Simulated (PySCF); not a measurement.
C4H9O, SMILES CCC(C)=[OH+], charge +1. Coordinates come from a PBE-D3(BJ)/def2-SVP optimisation. The isomer is the one that the SMILES or the coordinates give; other isomers of the formula were not compared. Other conformers were not sampled.

Computed equilibrium geometry at PBE-D3(BJ)/def2-SVP (PySCF confirms it by a frequency run) as bond lengths and angles (one conformer of several):
Atoms: C1 C2 C3 C4 O5 H6 H7 H8 H9 H10 H11 H12 H13 H14. Bond lengths (Å): C1–C2 1.558, C1–H6 1.106, C1–H7 1.106, C1–H8 1.107, C2–C3 1.478, C2–H9 1.111, C2–H10 1.110, C3–C4 1.469, C3–O5 1.289, C4–H11 1.108, C4–H12 1.118, C4–H13 1.105, O5–H14 0.989. Angles (°): C2–C1–H6 107.8, C2–C1–H7 111.7, C2–C1–H8 111.6, H6–C1–H7 108.2, H6–C1–H8 108.4, H7–C1–H8 109.0, C1–C2–C3 110.1, C1–C2–H9 110.2, C1–C2–H10 109.1, C3–C2–H9 110.3, C3–C2–H10 108.7, H9–C2–H10 108.5, C2–C3–C4 123.1, C2–C3–O5 121.2, C4–C3–O5 115.7, C3–C4–H11 111.3, C3–C4–H12 106.6, C3–C4–H13 112.4, H11–C4–H12 105.6, H11–C4–H13 112.3, H12–C4–H13 108.1, C3–O5–H14 113.0.
Charge +1, spin multiplicity 1.
